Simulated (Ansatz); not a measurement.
A run for Ansatz (a program for electronic structure): R-PBE/def2-TZVPPD on C2H5F3 (a complex), monomers drawn apart or pushed together. Files ending in .json are basis or fitting sets from the Basis Set Exchange.

Ansatz 0.2 input:
```yaml
crystal:
  periodic: [false, false, false]
  atoms:
    - {symbol: C, position_ang: [0.08672985, -0.71236164, -0.22889416]}
    - {symbol: F, position_ang: [0.32033012, 0.51066980, 0.40338687]}
    - {symbol: H, position_ang: [-0.02825051, -1.47859878, 0.53634464]}
    - {symbol: H, position_ang: [-0.82289845, -0.62502595, -0.82320302]}
    - {symbol: H, position_ang: [0.93838050, -0.93642624, -0.87133675]}
    - {symbol: F, position_ang: [0.02928137, -1.16250809, 4.27585962]}
    - {symbol: C, position_ang: [0.28431976, 0.15107810, 4.55823527]}
    - {symbol: F, position_ang: [0.32615735, 0.29214392, 5.91324856]}
    - {symbol: H, position_ang: [-0.52999009, 0.75620155, 4.16204827]}
    - {symbol: H, position_ang: [1.25614298, 0.41363171, 4.14252957]}
basis:
  gaussian:
    orbitals: def2-TZVPPD.json
hamiltonian:
  xc: {name: PBE}
scf: {lower_state_search: off}
```

The log:

```
WARN ansatz: RAYON_NUM_THREADS=1 ignored (pool sized by the plan → 1); use --threads N
Functional definition: PBE
these checks for a lower state are left out or cut short: stability, starts, cluster_reference, orbital_swaps, neighbouring_geometries, increment
integrals: 0.17 GiB planned
1234 factors; their error is unknown
mean field: 1.30 GiB planned
mean field evaluation 1: about -10293.8162 eV, gradient 5.4e1 eV
mean field evaluation 2: about -10289.4618 eV, gradient 7.1e1 eV
mean field evaluation 4: about -10299.6585 eV, gradient 5.5e0 eV
mean field evaluation 8: about -10299.7056 eV, gradient 8.3e-2 eV
mean field evaluation 16: about -10299.6710 eV, gradient 2.0e-4 eV
mean field -10299.67100259 eV, -378.5059279775 hartree, gradient 4.8e-6 eV, S^2 0.000000; 0 other end points of the search recorded, 0 dependent functions left out
reference -10299.67106964 eV, -378.5059304414 hartree; 22, 22 occupied and 257, 257 virtual orbitals, 1234 factors
Total energy: -10299.67106964 eV, -378.5059304414 hartree
Checks for a lower state left out: stability, starts, cluster_reference, orbital_swaps, neighbouring_geometries, increment
```

Self-consistency was reached.

Cost: very roughly 4 core-seconds.
